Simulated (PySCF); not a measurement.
**How the method moves the HOMO and LUMO of `NC[SiH2]O`**

CH₇NOSi.
Cartesian coordinates in Å at the PBE0-D3(BJ)/def2-SVP level; atoms count from 1:
```xyz
11
CH7NOSi angstrom
N     -1.051    0.914   -0.067
C     -0.706   -0.508   -0.110
Si     1.193   -0.589   -0.022
O      1.646    0.780   -0.852
H     -1.018    1.266    0.889
H     -1.998    1.082   -0.401
H     -1.227   -1.145    0.630
H     -0.984   -0.899   -1.104
H      1.736   -1.822   -0.665
H      1.657   -0.565    1.403
H      0.841    1.334   -0.883
```

Basis pcSseg-2 throughout (PySCF), one geometry. The structure is a single PBE0-D3(BJ)/def2-SVP conformer in the gas phase; no vibrational or solvent corrections.

Q: How do the orbital energies, the gap and the dipole change with the method?

A: 
```json
{"method": "BLYP", "kind": "GGA", "HOMO (eV)": "-5.95", "LUMO (eV)": "-0.70", "gap (eV)": "5.25", "μ (D)": "3.33", "SCF cycles": "15"}
{"method": "OPBE", "kind": "GGA", "HOMO (eV)": "-5.99", "LUMO (eV)": "-0.55", "gap (eV)": "5.44", "μ (D)": "3.28", "SCF cycles": "16"}
{"method": "PBE", "kind": "GGA", "HOMO (eV)": "-6.05", "LUMO (eV)": "-0.72", "gap (eV)": "5.33", "μ (D)": "3.34", "SCF cycles": "15"}
{"method": "B97-D", "kind": "GGA", "HOMO (eV)": "-6.05", "LUMO (eV)": "-0.56", "gap (eV)": "5.49", "μ (D)": "3.31", "SCF cycles": "15"}
{"method": "BP86", "kind": "GGA", "HOMO (eV)": "-6.16", "LUMO (eV)": "-0.64", "gap (eV)": "5.51", "μ (D)": "3.34", "SCF cycles": "15"}
{"method": "KT3", "kind": "GGA", "HOMO (eV)": "-6.17", "LUMO (eV)": "-0.85", "gap (eV)": "5.32", "μ (D)": "3.20", "SCF cycles": "16"}
{"method": "KT2", "kind": "GGA", "HOMO (eV)": "-6.17", "LUMO (eV)": "-0.79", "gap (eV)": "5.38", "μ (D)": "3.24", "SCF cycles": "16"}
{"method": "LDA", "kind": "LDA", "HOMO (eV)": "-6.18", "LUMO (eV)": "-0.87", "gap (eV)": "5.30", "μ (D)": "3.47", "SCF cycles": "15"}
{"method": "B97-2", "kind": "global hybrid", "HOMO (eV)": "-7.19", "LUMO (eV)": "0.11", "gap (eV)": "7.31", "μ (D)": "3.35", "SCF cycles": "14"}
{"method": "B3LYP", "kind": "global hybrid", "HOMO (eV)": "-7.24", "LUMO (eV)": "-0.23", "gap (eV)": "7.01", "μ (D)": "3.36", "SCF cycles": "13"}
{"method": "PBE0", "kind": "global hybrid", "HOMO (eV)": "-7.46", "LUMO (eV)": "0.08", "gap (eV)": "7.54", "μ (D)": "3.38", "SCF cycles": "13"}
{"method": "mPW1PW91", "kind": "global hybrid", "HOMO (eV)": "-7.49", "LUMO (eV)": "0.08", "gap (eV)": "7.57", "μ (D)": "3.38", "SCF cycles": "13"}
{"method": "BHandHLYP", "kind": "global hybrid", "HOMO (eV)": "-8.81", "LUMO (eV)": "0.68", "gap (eV)": "9.49", "μ (D)": "3.40", "SCF cycles": "13"}
{"method": "CAM-B3LYP", "kind": "range-separated hybrid", "HOMO (eV)": "-8.90", "LUMO (eV)": "0.82", "gap (eV)": "9.71", "μ (D)": "3.42", "SCF cycles": "13"}
{"method": "wB97X-D", "kind": "range-separated hybrid", "HOMO (eV)": "-9.35", "LUMO (eV)": "1.83", "gap (eV)": "11.19", "μ (D)": "3.40", "SCF cycles": "14"}
{"method": "LC-wPBE", "kind": "range-separated hybrid", "HOMO (eV)": "-10.25", "LUMO (eV)": "2.02", "gap (eV)": "12.27", "μ (D)": "3.45", "SCF cycles": "14"}
{"method": "HF", "kind": "Hartree–Fock", "HOMO (eV)": "-10.93", "LUMO (eV)": "2.43", "gap (eV)": "13.35", "μ (D)": "3.43", "SCF cycles": "10"}
```

The HOMO spans 4.98 eV, from BLYP down to HF, and the gap runs from 5.25 eV (BLYP) to 13.35 eV (HF). Over the methods BLYP (0 %), OPBE (0 %), PBE (0 %), B97-D (0 %), BP86 (0 %), KT3 (0 %), KT2 (0 %), LDA (0 %), B97-2 (21 %), B3LYP (20 %), PBE0 (25 %), mPW1PW91 (25 %), BHandHLYP (50 %), HF (100 %), a straight line through the gap against the share of exact exchange rises by 0.81 eV for each 10 % (correlation coefficient 0.999). The dipole ranges from 3.20 D (KT3) to 3.47 D (LDA). This basis has no diffuse functions.
